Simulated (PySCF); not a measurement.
F₅V, charge -1, multiplicity 2. Atoms are numbered in the order given.

```xyz
6

V      0.0000     0.0000     0.0256
F      0.0000    -1.8409     0.0309
F      0.0000     1.8409     0.0309
F      1.5775     0.0000     0.8166
F      0.0000     0.0000    -1.7604
F     -1.5775     0.0000     0.8166
```
Charge -1, spin multiplicity 2.

Geometry: B3LYP-D3(BJ)/def2-SVPD. A frequency run showed that this geometry is not a minimum. The spin state was assumed, not searched.

The numbers are results of B3LYP-D3(BJ)/def2-SVPD in PySCF 2.14.0, not measurements.

Frequencies are harmonic and unscaled.

```
mode  ν (cm⁻¹)  IR (km/mol)  moving atoms (share of kinetic energy)
----  --------  -----------  --------------------------------------
1          80i         34.7                           F 92 %, V 8 %
2          135          0.0                                  F 99 %
3          199         73.7                          F 72 %, V 28 %
4          251          1.4                                  F 97 %
5          277          0.0                                 F 100 %
6          281         11.4                          F 77 %, V 23 %
7          300          7.2                          F 84 %, V 16 %
8          508          0.2                                 F 100 %
9          596        455.3                          F 71 %, V 29 %
10         619        441.0                          F 53 %, V 47 %
11         641          0.3                                 F 100 %
12         706        241.5                          F 59 %, V 41 %
```
